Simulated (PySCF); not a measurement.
Isomers of C5H11NO.

All values: PBE0/def2-SVPD (PySCF) at GFN2-xTB geometries, gas phase, one conformer each. Core orbitals are frozen in the response; Δα² is half the sum of the squared differences of the principal polarisabilities.

(1) Rank by HOMO–LUMO gap, lowest first.
A. `[CH3:1][N:2]([CH3:3])[CH2:4][CH2:5][CH:6]=[O:7]` with C1–N2–C4–C5 162°, N2–C4–C5–C6 81°, C4–C5–C6–O7 -145°
B. `[CH3:1][CH2:2][CH2:3][CH2:4][C:5]([NH2:6])=[O:7]` with C1–C2–C3–C4 180°, C2–C3–C4–C5 180°, C3–C4–C5–N6 180°, C4–C5–N6–H 0° and 180°
C. `[CH3:1][C:2]([CH3:3])([CH3:4])[C:5]([NH2:6])=[O:7]` with C2–C5–N6–H 180° and 0° (pivalamide)

Results:

(1) A (5.70 eV), C (7.62 eV), B (7.93 eV).

All values together:

```json
{"SMILES": "CC(C)(C)C(N)=O", "μ (D)": "3.70", "HOMO (eV)": "-7.24", "LUMO (eV)": "0.38", "α (Å³)": "10.68", "Δα (Å³)": "1.67"}
{"SMILES": "CN(C)CCC=O", "μ (D)": "3.35", "HOMO (eV)": "-6.50", "LUMO (eV)": "-0.80", "α (Å³)": "11.06", "Δα (Å³)": "2.67"}
{"SMILES": "CC(=O)NC(C)C", "μ (D)": "3.79", "HOMO (eV)": "-7.26", "LUMO (eV)": "0.41", "α (Å³)": "10.93", "Δα (Å³)": "2.96"}
{"SMILES": "CCCCC(N)=O", "μ (D)": "3.72", "HOMO (eV)": "-7.39", "LUMO (eV)": "0.54", "α (Å³)": "10.89", "Δα (Å³)": "4.06"}
```

Conformers: `[CH3:1][C:2]([CH3:3])([CH3:4])[C:5]([NH2:6])=[O:7]` with C2–C5–N6–H 180° and 0°; `[CH3:1][N:2]([CH3:3])[CH2:4][CH2:5][CH:6]=[O:7]` with C1–N2–C4–C5 162°, N2–C4–C5–C6 81°, C4–C5–C6–O7 -145°; `[CH3:1][C:2](=[O:3])[NH:4][CH:5]([CH3:6])[CH3:7]` with C1–C2–N4–C5 180°, C2–N4–C5–C6 115°; `[CH3:1][CH2:2][CH2:3][CH2:4][C:5]([NH2:6])=[O:7]` with C1–C2–C3–C4 180°, C2–C3–C4–C5 180°, C3–C4–C5–N6 180°, C4–C5–N6–H 0° and 180°.
